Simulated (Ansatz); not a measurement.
Born–Oppenheimer molecular dynamics of GeH4 (5 atoms, charge 0, multiplicity 1). It starts from a relaxed structure.

Theory: RKS BHLYP-D4/def2-SVPD in Ansatz.

```yaml
ensemble: NVT, Nosé–Hoover chain
time_step: 0.5 fs
steps_asked: 250
set_temperature: 400 K
thermostat: time constant 20 fs, chain length 1
seed: 950006
```

First frame:

```xyz
5
Properties=species:S:1:pos:R:3
Ge 0.000 0.000 0.000
H 0.000 0.000 1.529
H 1.441 0.000 -0.509
H -0.720 1.248 -0.509
H -0.720 -1.248 -0.509
```

(1) How far do the bonds stretch over the last three quarters of this one trajectory? (Pairs bonded in most of those frames.)

## Answers

(1) 
```
  bond  mean (Å)  spread (Å)  shortest  longest
Ge1–H2     1.530       0.011      1.51     1.55
Ge1–H3     1.548       0.084      1.40     1.69
Ge1–H4     1.534       0.047      1.45     1.62
Ge1–H5     1.535       0.039      1.47     1.61
```

Mean temperature of the second half: 416 K. The conserved energy stayed within 0.7 meV per atom of its start (net change 0.18 meV per atom), so the integration is sound. A run of 0.12 ps of so small a system gives no equilibrium averages.

Run time: 7.2 min on 1 thread of Arm Neoverse V1, with other jobs on the host, peak memory 0.12 GiB.
